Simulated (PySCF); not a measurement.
**Magnetic susceptibility: SMILES BrC1=C(F)OC=C1, C$_{4}$H$_{2}$BrFO**

Geometry:
```
atom   x (Å)   y (Å)   z (Å)
  F1  -1.670  -1.774   0.162
  C2  -0.731  -0.887  -0.118
  O3   0.529  -1.324  -0.154
  C4   1.296  -0.254  -0.454
  C5   0.536   0.859  -0.610
  C6  -0.807   0.446  -0.389
 Br7  -2.348   1.510  -0.455
  H8   2.352  -0.420  -0.526
  H9   0.858   1.851  -0.850
```

Computed, not measured: GIAO KT3/pcSseg-1 magnetisability, rotational g tensor and spin-rotation constants, non-relativistic, gas phase in PySCF 2.14.0. Geometry: GFN2-xTB.

The calculation is non-relativistic, which matters for the atoms heavier than Zn.

(1) What are the magnetisability and the molar susceptibility?

(2) Split it along the inertial axes a, b, c into diamagnetic and paramagnetic parts about the centre of mass, with the quadrupole moment.

(3) And the rotational g tensor?

Results:

(1) Isotropic -1204 × 10⁻³⁰ J/T², or -72.5 × 10⁻⁶ cm³/mol; principal values -1487, -1109, -1016 × 10⁻³⁰ J/T², anisotropy 432 × 10⁻³⁰ J/T² (root of half the summed squared differences of the principal values). The susceptibility is in cgs units.

(2) 
```csv
axis,χ (10⁻⁶ cm³/mol),diamagnetic (10⁻⁶ cm³/mol),paramagnetic (10⁻⁶ cm³/mol),summed x² of all electrons (Å²),quadrupole Θ (D Å)
a,-65.9,-391.8,325.9,215.6,+2.98
b,-62.1,-961.1,899.1,81.4,+1.76
c,-89.5,-1260.4,1170.8,10.9,-4.74
```
Anisotropies 2χaa − χbb − χcc = +19.7 and 2χbb − χaa − χcc = +31.3 × 10⁻⁶ cm³/mol. Θ is traceless in Buckingham's convention.

(3) 
| axis | rotational constant (GHz) | g | nuclear part | electronic part |
| --- | --- | --- | --- | --- |
| a | 3.6959 | -0.0397 | 0.5262 | -0.5659 |
| b | 1.1897 | -0.0145 | 0.4880 | -0.5025 |
| c | 0.9000 | +0.0022 | 0.4973 | -0.4950 |

Asymmetric top; isotopes 79Br, 12C, 19F, 1H, 16O; no vibrational averaging.
